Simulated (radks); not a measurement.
Values are calculated unless marked as measured or tabulated.
Task: The table gives one normalised radial function P(r) = r R(r) of Hf32+ in [Kr] 4d4 (r in bohr). Code: a radial shooting solver on a logarithmic mesh with Libxc functionals. Model: non-relativistic Kohn-Sham, LDA (Slater exchange, Perdew-Wang correlation), spin-unpolarised, spherical densities, point nucleus; relativity is left out, which matters for an element this heavy.

r              P
0.002346   0.0112
0.003362   0.0222
0.004858   0.0440
0.006963   0.0836
0.009981   0.1537
0.01442    0.2718
0.02067    0.4398
0.02986    0.6370
0.0428     0.7492
0.06185    0.5747
0.08864   -0.0403
0.1281    -0.8633
0.1836    -0.9838
0.2652     0.2197
0.3802     1.5972
0.5493     1.4882
0.7873     0.5079
1.138      0.0508

Which n and l does it have? It may be an empty orbital.

Result: n = 4, l = 1: the number of nodes gives n - l - 1 = 2, the rise at small r (about r^(l+1)) gives l, and the extent must fit the shell. The curve is that of 4p. 4p: eigenvalue -1425.2 eV, 2 radial nodes at r = 0.0871, 0.252 bohr, <r> = 0.456 bohr, 90 % of the charge inside 0.651 bohr.
